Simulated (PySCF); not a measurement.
Basis-set dependence of population analyses: `BC(B)C#C`

Compound: C₃H₆B₂.
Bonds: B1–C2, C2–B3, C2–C4, C4–C5 (triple). Hydrogens: H6, H7 on B1; H8 on C2; H9, H10 on B3; H11 on C5.

PBE0 throughout (PySCF), one geometry, spherical d and f functions. The structure is a single PBE0-D3(BJ)/def2-SVP conformer in the gas phase; no vibrational or solvent corrections. Atoms taken as equivalent share a column and are averaged.

Mulliken charges (e):

```tsv
basis	functions	B1/B3	C2	C4	C5	H6/H7/H9/H10	H8	H11
STO-3G	31	+0.181	-0.279	-0.041	-0.151	-0.034	+0.129	+0.116
6-31G	57	+0.220	-0.612	+0.175	-0.487	-0.010	+0.247	+0.276
pcSseg-0	57	+0.248	-0.992	-0.031	-0.298	+0.056	+0.327	+0.275
6-31G*	82	+0.097	-0.531	+0.334	-0.532	+0.015	+0.239	+0.235
cc-pVDZ	100	+0.028	-0.062	+0.402	-0.501	-0.001	+0.108	+0.002
def2-SVP	100	+0.057	-0.140	+0.334	-0.478	+0.003	+0.122	+0.039
aug-cc-pVDZ	169	-1.352	+0.468	-0.658	+1.204	+0.674	-0.299	-0.707
6-311+G(2d,p)	171	-0.028	+0.080	+0.771	-1.277	+0.027	+0.220	+0.155
def2-TZVP	191	-0.074	-0.208	+0.003	-0.119	+0.037	+0.150	+0.174
cc-pVTZ	234	-0.063	-0.128	-0.013	-0.167	+0.038	+0.137	+0.145
IGLO-III	235	+0.170	-0.320	-0.051	-0.189	-0.023	+0.162	+0.148
```

IAO charges (e):

```
        basis  functions   B1/B3      C2      C4      C5  H6/H7/H9/H10      H8     H11
       STO-3G         31  +0.108  -0.409  -0.031  -0.175        +0.011  +0.199  +0.158
        6-31G         57  +0.076  -0.402  -0.015  -0.253        +0.024  +0.226  +0.198
     pcSseg-0         57  +0.074  -0.405  -0.015  -0.240        +0.023  +0.229  +0.189
       6-31G*         82  +0.095  -0.405  -0.018  -0.246        +0.016  +0.220  +0.194
      cc-pVDZ        100  +0.082  -0.400  -0.016  -0.255        +0.021  +0.225  +0.197
     def2-SVP        100  +0.091  -0.402  -0.014  -0.248        +0.017  +0.223  +0.191
  aug-cc-pVDZ        169  +0.083  -0.403  -0.015  -0.267        +0.022  +0.228  +0.203
6-311+G(2d,p)        171  +0.085  -0.407  -0.014  -0.267        +0.022  +0.228  +0.203
    def2-TZVP        191  +0.085  -0.406  -0.015  -0.266        +0.022  +0.228  +0.203
      cc-pVTZ        234  +0.084  -0.406  -0.015  -0.265        +0.022  +0.228  +0.203
     IGLO-III        235  +0.085  -0.408  -0.014  -0.268        +0.022  +0.229  +0.204
```

Hirshfeld charges (e):

| basis | functions | B1/B3 | C2 | C4 | C5 | H6/H7/H9/H10 | H8 | H11 |
| --- | --- | --- | --- | --- | --- | --- | --- | --- |
| STO-3G | 31 | +0.182 | -0.060 | -0.068 | -0.115 | -0.064 | +0.059 | +0.075 |
| 6-31G | 57 | +0.161 | -0.106 | -0.050 | -0.140 | -0.051 | +0.082 | +0.095 |
| pcSseg-0 | 57 | +0.166 | -0.114 | -0.046 | -0.131 | -0.053 | +0.079 | +0.091 |
| 6-31G* | 82 | +0.163 | -0.109 | -0.051 | -0.139 | -0.052 | +0.083 | +0.096 |
| cc-pVDZ | 100 | +0.166 | -0.127 | -0.041 | -0.134 | -0.052 | +0.085 | +0.092 |
| def2-SVP | 100 | +0.167 | -0.131 | -0.039 | -0.132 | -0.052 | +0.086 | +0.090 |
| aug-cc-pVDZ | 169 | +0.166 | -0.145 | -0.045 | -0.130 | -0.047 | +0.085 | +0.091 |
| 6-311+G(2d,p) | 171 | +0.171 | -0.145 | -0.050 | -0.130 | -0.048 | +0.084 | +0.092 |
| def2-TZVP | 191 | +0.167 | -0.141 | -0.045 | -0.131 | -0.048 | +0.085 | +0.091 |
| cc-pVTZ | 234 | +0.166 | -0.138 | -0.042 | -0.132 | -0.049 | +0.085 | +0.091 |
| IGLO-III | 235 | +0.166 | -0.144 | -0.046 | -0.130 | -0.047 | +0.085 | +0.091 |

Some averages cover members that differ in this geometry, most widely: H6/H7/H9/H10, Mulliken in aug-cc-pVDZ +0.638 to +0.708 e.

Task: Which scheme is steadiest as the basis changes?

Result: Largest range over the bases for any column: Hirshfeld 0.09 e, IAO 0.09 e, Mulliken 2.48 e. Hirshfeld and IAO charges move least and Mulliken charges most, counted in e. Without the minimal STO-3G basis the ranges are Hirshfeld 0.04, IAO 0.03, Mulliken 2.48 e.

Task: How much do the charges still move between the two largest bases, cc-pVTZ and IGLO-III?

Result: At most, over all atoms: Mulliken 0.233 e, IAO 0.003 e, Hirshfeld 0.006 e.

Task: What do the same runs give for the total energy, the frontier levels and the dipole moment?

Result: 
| basis | energy (Eh) | HOMO (eV) | LUMO (eV) | μ (D) |
| --- | --- | --- | --- | --- |
| STO-3G | -165.2496 | -5.57 | 0.63 | 0.71 |
| 6-31G | -167.2416 | -7.27 | -1.93 | 0.69 |
| pcSseg-0 | -166.9247 | -7.60 | -2.22 | 0.64 |
| 6-31G* | -167.2763 | -7.19 | -1.91 | 0.65 |
| cc-pVDZ | -167.2897 | -7.37 | -2.12 | 0.66 |
| def2-SVP | -167.1595 | -7.45 | -2.15 | 0.67 |
| aug-cc-pVDZ | -167.2968 | -7.51 | -2.25 | 0.68 |
| 6-311+G(2d,p) | -167.3266 | -7.53 | -2.25 | 0.68 |
| def2-TZVP | -167.3389 | -7.52 | -2.23 | 0.68 |
| cc-pVTZ | -167.3362 | -7.50 | -2.22 | 0.67 |
| IGLO-III | -167.3437 | -7.53 | -2.25 | 0.68 |
